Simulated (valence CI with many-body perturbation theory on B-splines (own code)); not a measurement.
# Valence orbitals of Ir³⁶⁺

Level of theory: relativistic CI+MBPT: five valence electrons over a frozen Dirac-Fock core [Kr], radial functions for each j: 7 s, 7 p, 8 d, 6 f, 4 g, 1 h, with the one-electron correlation potential Σ1, the two-electron term Σ2, the three-electron term Σ3, Breit, model QED; selected CI, second order for the rest (own B-spline code, finite nucleus).

The last digits are not significant, and no measured levels were compared; by estimate large intervals hold to a few tenths of a per cent, small ones and those within an open d or f shell to about a per cent. Only levels of the ground parity were solved; by the run's estimate the other parity begins above the list, which can be wrong where configurations are misplaced.

These are the spectroscopic orbitals of the CI (the correlating ones are not listed), shaped by the core and the other valence electrons. h is the expectation value of the core's Dirac-Fock operator, without the valence repulsion; Σ1 is computed up to l = 3 at one energy for each symmetry, that of its lowest orbital but kept below the first core excitation, so for empty shells it is not the orbital's own correlation shift; Breit and QED include the response of the core.

| Orbital | h (hartree) | Σ1 (cm⁻¹) | Breit (cm⁻¹) | QED (cm⁻¹) | ⟨r⟩ (bohr) |
| --- | --- | --- | --- | --- | --- |
| 5s1/2 | -47.053 | -11337 | 5352 | 4112 | 0.6920 |
| 6s1/2 | -30.597 | -4504 | 2839 | 2206 | 1.063 |
| 7s1/2 | -21.516 | -2342 | 1648 | 1303 | 1.518 |
| 5p1/2 | -45.13 | -11374 | 8211 | 124 | 0.7007 |
| 6p1/2 | -29.56 | -4673 | 4464 | 72.2 | 1.080 |
| 7p1/2 | -20.894 | -2471 | 2629 | 44.3 | 1.544 |
| 5p3/2 | -43.336 | -9944 | 4688 | 476 | 0.7323 |
| 6p3/2 | -28.61 | -4236 | 2594 | 266 | 1.117 |
| 7p3/2 | -20.329 | -2274 | 1697 | 161 | 1.588 |
| 4d3/2 | -68.201 | -23087 | 9069 | -888 | 0.4028 |
| 5d3/2 | -40.311 | -10685 | 3862 | -308 | 0.7346 |
| 6d3/2 | -26.971 | -4889 | 2077 | -160 | 1.141 |
| 4d5/2 | -67.311 | -22220 | 5403 | -416 | 0.4094 |
| 5d5/2 | -39.924 | -10499 | 2371 | -117 | 0.7426 |
| 6d5/2 | -26.761 | -4794 | 1285 | -58.6 | 1.151 |
| 4f5/2 | -59.699 | -46305 | 2278 | -747 | 0.3807 |
| 5f5/2 | -36.701 | -10368 | 1112 | -263 | 0.7367 |
| 4f7/2 | -59.466 | -40998 | 112 | -576 | 0.3833 |
| 5f7/2 | -36.594 | -10074 | 221 | -191 | 0.7395 |
| 5g7/2 | -34.263 |  | -143 | -112 | 0.6967 |
| 5g9/2 | -34.229 |  | -343 | -84.2 | 0.6979 |

Among the shells of the start configuration 4d5, Σ1 is largest in size for 4d3/2, where it is 0.15 % of h.

Lowest root of each symmetry, sizes in configuration state functions:

```tsv
J	Parity	Roots	Reference	Variational	Second order	Change by selected CI (cm⁻¹)	Change by second order (cm⁻¹)
1/2	even	4	77	22346	260213	-9935	-26
3/2	even	7	141	25960	626137	-9145	-70
5/2	even	10	183	27183	610441	-8758	-116
7/2	even	7	192	25125	931381	-8963	-205
9/2	even	5	181	24745	767272	-9394	-232
11/2	even	3	150	25216	590780	-9177	-78
13/2	even	1	112	19871	410008	-9350	-35
```
